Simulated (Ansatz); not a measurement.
Start from `[F][SnH2][GeH3]` and change one atom or group to get `[F][SnH2][Br]`.

Ansatz, PBE0-D4/def2-TZVP geometries, multiplicity 1. 

Elements past krypton have def2 core potentials. Scalar relativity is left out up to krypton. Spin–orbit coupling is left out; it splits and shifts lone-pair levels of the heavy atoms by tenths of an eV.

| property | `[F][SnH2][GeH3]` |
| --- | --- |
| size of the dipole moment (B3LYP/def2-TZVPP) / D | 2.82 |
| HOMO energy (ωB97M-V/def2-TZVPP) / eV | -10.21 |
| LUMO energy (PBE/def2-TZVPP) / eV | -1.74 |
| HOMO–LUMO gap (PBE0/def2-TZVPP) / eV | 7.22 |
| HOMO–LUMO gap (PBE/def2-TZVPP) / eV | 5.31 |
| zero-point energy (PBE0-D4/def2-TZVP) / kJ/mol | 101.5 |

Give the same properties after the change, and the shifts. (Best estimate.)

Computed: 
```tsv
property	`[F][SnH2][Br]`	shift
size of the dipole moment (B3LYP/def2-TZVPP) / D	2.82	0.00
HOMO energy (ωB97M-V/def2-TZVPP) / eV	-10.82	-0.61
LUMO energy (PBE/def2-TZVPP) / eV	-2.30	-0.56
HOMO–LUMO gap (PBE0/def2-TZVPP) / eV	7.23	0.01
HOMO–LUMO gap (PBE/def2-TZVPP) / eV	5.02	-0.29
zero-point energy (PBE0-D4/def2-TZVP) / kJ/mol	43.3	-58.2
```

The zero-point energy changes by -58.2 kJ/mol with -9 modes. Dipoles are sizes alone; their direction can turn.

B3LYP here is the variant with VWN-RPA as its local correlation; programs differ in this.

Positive LUMOs are unbound, so they and the gaps depend on the basis.
